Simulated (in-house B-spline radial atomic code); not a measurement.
Ionising Ar V (Ar4+) with different functionals

Computed with a B-spline radial code for spherical atoms: four-component Dirac-Coulomb Hamiltonian, Fermi nucleus of rms radius 3.4274 fm, spin-restricted, spherical fractional occupations for the functionals. The ionisation energy is the difference of two self-consistent energies, [Ne] 3s2 3p2 → [Ne] 3s2 3p1, without Breit or QED terms; ε is the level of the shell that loses the electron (mean over j). The electron is taken from both j subshells in proportion to 2j + 1, so the result is a j average, not the step between ground levels.

Hybrids are left out here: with spherical fractional occupations of an open shell their exact exchange keeps a self-interaction that integer-occupation calculations don't have.

```tsv
method	rung	ΔSCF (eV)	-ε(3p) (eV)
LDA VWN5	LDA	?	?
relativistic LDA	LDA	?	?
LDA PW92	LDA	73.80	65.61
LDA exchange-only	LDA	72.18	63.99
PBE	GGA	73.66	65.50
PBEsol	GGA	73.61	65.44
BLYP	GGA	73.59	65.39
RPBE	GGA	73.61	65.47
PW91	GGA	73.78	65.60
BP86	GGA	73.78	65.60
AM05	GGA	73.60	65.43
OLYP	GGA	73.68	65.55
```

Problem. What does relativistic LDA give?

Solution. ΔSCF 73.80 eV, and -ε(3p) = 65.61 eV.

Problem. What does LDA VWN5 give?

Solution. ΔSCF 73.81 eV, and -ε(3p) = 65.61 eV.

Problem. How do they compare with the NIST value?

Solution. NIST lists 74.8 eV ± 0.17 (semi-empirical, ground level to ground level). Errors run from -2.66 to -1.03 eV. The correlated functionals all miss on the same side by more than they spread, so the cause is common to them (Breit-QED terms, spin polarisation, the choice among j levels, multiplet and fine-structure energies, or a listed next ion that isn't the cheapest removal here) and closeness doesn't rank the functionals.
